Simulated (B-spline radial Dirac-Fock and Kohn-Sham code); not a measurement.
ΔSCF core binding energies without Breit or QED terms, calculated with a B-spline atomic structure program.

A sound run for the free silver atom, [Kr] 4d10 5s1: The ground state converged in 10 iterations, with total energy -5314.63364 Ha, virial ratio 1.95542 and highest orbital energy -6.45 eV. ΔSCF binding energies: K (1s) 25599.5 eV, L3 (2p3/2) 3365.2 eV, M5 (3d5/2) 374.7 eV.

A second run, with one unsound setting: The ground state converged in 10 iterations, with total energy -5303.00788 Ha, virial ratio 1.94430 and highest orbital energy -5.77 eV. ΔSCF binding energies: K (1s) 25503.5 eV, L3 (2p3/2) 3351.8 eV, M5 (3d5/2) 380.2 eV.

```
iter   energy (Ha)        error
   1    -5301.31108460  3.89e+00
   2    -5301.93676402  4.76e-01
   3    -5302.99054729  6.03e-02
   4    -5303.00727187  6.73e-03
   5    -5303.00776892  4.30e-03
   6    -5303.00786930  1.09e-03
   7    -5303.00787701  3.57e-04
   8    -5303.00787776  3.45e-05
   9    -5303.00787780  2.11e-06
  10    -5303.00787780  2.65e-07
```

Q: Which fault fits the second run best?
A. mesh too coarse
B. too few iterations
C. functional not served
D. overfilled shell

A: A. The input had h = 0.9: h is too large to resolve the orbitals.
